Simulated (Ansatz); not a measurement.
Steps of a relaxation of `FC(F)OC(F)(F)F` with RKS PBE-D4/def2-SVP.

```sh
$ ansatz run in.yaml --threads 4 --pin off --events-out ev --progress --plain --max-ram 11315MiB
```

```yaml
crystal:
  periodic: [false, false, false]
  atoms:
    - {symbol: F, position_ang: [0.988400, -0.788700, 1.442800]}
    - {symbol: C, position_ang: [-0.107300, -0.946200, 0.593200]}
    - {symbol: F, position_ang: [-0.310200, -2.283900, 0.494700]}
    - {symbol: O, position_ang: [0.336400, -0.488600, -0.682700]}
    - {symbol: C, position_ang: [0.082600, 0.877600, -0.723200]}
    - {symbol: F, position_ang: [0.786600, 1.507200, 0.264300]}
    - {symbol: F, position_ang: [0.513100, 1.362500, -1.894900]}
    - {symbol: F, position_ang: [-1.187800, 1.196300, -0.557500]}
    - {symbol: H, position_ang: [-1.013300, -0.482500, 1.046200]}
basis:
  gaussian: {orbitals: def2-SVP}
hamiltonian: {xc: pbe, dispersion: d4}
relax: {f_tol: 0.03, max_steps: 200}
```

Positions (Å) and forces (eV/Å) along the path, 5 of 5 steps:

```xyz
9
step=1 energy=-17691.1852 eV
F     0.988   -0.789    1.443   -1.258   -0.063   -0.373
C    -0.107   -0.946    0.593    2.295   -1.781    0.622
F    -0.310   -2.284    0.495   -0.130    0.688   -0.274
O     0.336   -0.489   -0.683   -1.650    0.798    0.976
C     0.083    0.878   -0.723    2.049    0.479   -0.366
F     0.787    1.507    0.264   -0.318   -0.018   -0.321
F     0.513    1.363   -1.895   -0.197   -0.402    0.133
F    -1.188    1.196   -0.557   -0.986   -0.008   -0.024
H    -1.013   -0.482    1.046    0.195    0.307   -0.373
9
step=2 energy=-17691.4007 eV
F     0.981   -0.847    1.492   -0.684   -0.151   -0.519
C    -0.073   -0.981    0.619    0.787   -0.572    0.269
F    -0.324   -2.297    0.454    0.177    0.491   -0.124
O     0.306   -0.460   -0.644   -0.547    0.395    0.624
C     0.085    0.906   -0.725    1.094    0.027   -0.142
F     0.774    1.568    0.242   -0.232   -0.111   -0.287
F     0.512    1.329   -1.919   -0.087   -0.259    0.212
F    -1.202    1.223   -0.586   -0.561    0.041    0.042
H    -0.971   -0.488    1.050    0.053    0.140   -0.076
9
step=3 energy=-17691.4623 eV
F     0.973   -0.901    1.494    0.161   -0.026    0.132
C    -0.062   -0.994    0.641   -0.079    0.046   -0.157
F    -0.317   -2.286    0.407   -0.034   -0.083   -0.012
O     0.292   -0.435   -0.600   -0.029    0.239    0.056
C     0.091    0.922   -0.722    0.115   -0.266   -0.071
F     0.757    1.614    0.221   -0.028    0.055   -0.016
F     0.522    1.283   -1.926    0.002    0.007    0.002
F    -1.218    1.237   -0.609   -0.051    0.041    0.026
H    -0.950   -0.486    1.076   -0.056   -0.014    0.041
9
step=4 energy=-17691.4659 eV
F     0.958   -0.917    1.515    0.122   -0.008    0.114
C    -0.063   -0.996    0.642   -0.094    0.036   -0.055
F    -0.315   -2.286    0.389   -0.028   -0.051   -0.018
O     0.314   -0.422   -0.581   -0.019    0.080   -0.039
C     0.096    0.925   -0.721    0.062   -0.115   -0.063
F     0.772    1.640    0.196    0.011    0.067    0.047
F     0.501    1.272   -1.938    0.019   -0.001   -0.030
F    -1.213    1.234   -0.589   -0.065    0.012    0.027
H    -0.961   -0.495    1.070   -0.009   -0.020    0.017
9
step=5 energy=-17691.4676 eV
F     0.968   -0.939    1.517    0.010   -0.005   -0.005
C    -0.061   -0.996    0.645   -0.002    0.008    0.021
F    -0.330   -2.282    0.382   -0.005   -0.006   -0.013
O     0.319   -0.416   -0.574    0.012   -0.013   -0.009
C     0.095    0.926   -0.724    0.002    0.009    0.000
F     0.757    1.655    0.195   -0.004    0.006   -0.002
F     0.509    1.269   -1.940   -0.002   -0.004    0.008
F    -1.219    1.229   -0.603   -0.001   -0.008   -0.001
H    -0.950   -0.493    1.086   -0.009    0.012    0.000
```

Run time 8 s (4 threads of an Arm Neoverse V2 on a shared host); peak host memory 0.16 GiB.
